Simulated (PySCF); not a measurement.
**Removal energies of Re(65+) from EOM-IP-GCCSD**

Reference: closed-shell Re(65+), [Ne]; one electron is removed. Calculated with PySCF 2.14, two-component X2C-1e with screened spin-orbit coupling, an uncontracted even-tempered set (17 s from 12 bohr⁻², ratio 2.6; 14 p from 16 bohr⁻², ratio 2.6; 6 d from 16 bohr⁻², ratio 2.8; 3 f from 340 bohr⁻², ratio 2.8); frozen 1s2; the 52 highest virtual spinors dropped; of the others 52 kept and the rest restored at second order. No Breit or QED terms. Binding energies in eV.

```csv
level,Koopmans
2s1/2,18077.4
2p1/2,17591.4
2p3/2,16096.5
```

(1) How does correlation move these levels?

For comparison, the ionisation energy of Re(65+) is 16080 ± 30 eV (theoretical estimate listed by NIST; NIST Atomic Spectra Database, ionization energies).

Results:

(1) 2s1/2: second order 18073.9, EOM-CCSD 18073.9; 2p1/2: second order 17588.5, EOM-CCSD 17588.6; 2p3/2: second order 16094.7, EOM-CCSD 16094.8.
